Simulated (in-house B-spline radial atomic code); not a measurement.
# Nd: [Xe] 4f4 6s2

Level of theory: Dirac-Hartree-Fock, average of configuration, Fermi nucleus of rms radius 4.9123 fm; calculated with a radial B-spline atomic code at the basis-set limit.

Z_r = [3n² - l(l+1)]/(2<r>); Z_e = n√(-2ε); the last column is Slater's effective charge. Values are occupation-weighted means over j. An effective charge above Z reflects the relativistic contraction of the inner shells.

| shell | electrons | ε (eV) | <r> (bohr) | Z_r | Z_e | Slater |
| --- | --- | --- | --- | --- | --- | --- |
| 1s | 2 | -43822 | 0.02363 | 63.49 | 56.75 | 59.70 |
| 2s | 2 | -7199.1 | 0.1004 | 59.78 | 46.01 | 55.85 |
| 2p | 6 | -6445.1 | 0.08856 | 56.46 | 43.53 | 55.85 |
| 3s | 2 | -1609.5 | 0.2649 | 50.97 | 32.63 | 48.75 |
| 3p | 6 | -1364.5 | 0.2631 | 47.51 | 30.04 | 48.75 |
| 3d | 10 | -1016.3 | 0.2412 | 43.54 | 25.93 | 38.85 |
| 4s | 2 | -341.01 | 0.6073 | 39.52 | 20.03 | 32.25 |
| 4p | 6 | -257.67 | 0.6425 | 35.80 | 17.41 | 32.25 |
| 4d | 10 | -134.29 | 0.7094 | 29.60 | 12.57 | 20.85 |
| 5s | 2 | -50.65 | 1.498 | 25.04 | 9.65 | 10.85 |
| 5p | 6 | -27.974 | 1.745 | 20.92 | 7.17 | 10.85 |
| 4f | 4 | -9.829 | 1.039 | 17.32 | 3.40 | 12.95 |
| 6s | 2 | -4.7391 | 4.768 | 11.33 | 3.54 | 2.85 |

The least bound orbital is 6s1/2 at -4.739 eV, and it is also the most diffuse (<r> = 4.768 bohr). The part-filled 4f shell lies below the filled 6s shell in orbital energy.

Spin-orbit splittings of the orbital energies (j = l + 1/2 above j = l - 1/2 when positive): 2p 521.7 eV, 3p 106.5 eV, 3d 22.71 eV, 4p 23.25 eV, 4d 4.168 eV, 5p 3.241 eV, 4f 0.3785 eV.

For the 1s electron the small component carries 4.95 % of the norm, the zero-frequency Breit interaction raises the level by 122.3 eV, self-energy by 72 eV, and vacuum polarisation lowers it by 11.05 eV.

The density falls to 0.001 bohr⁻³ at 5.429 bohr; Σ<r²> = 94.131 bohr² gives, by the non-relativistic formula and without the paramagnetism of open shells, a Langevin diamagnetic susceptibility of -74.55×10⁻⁶ cm³/mol.
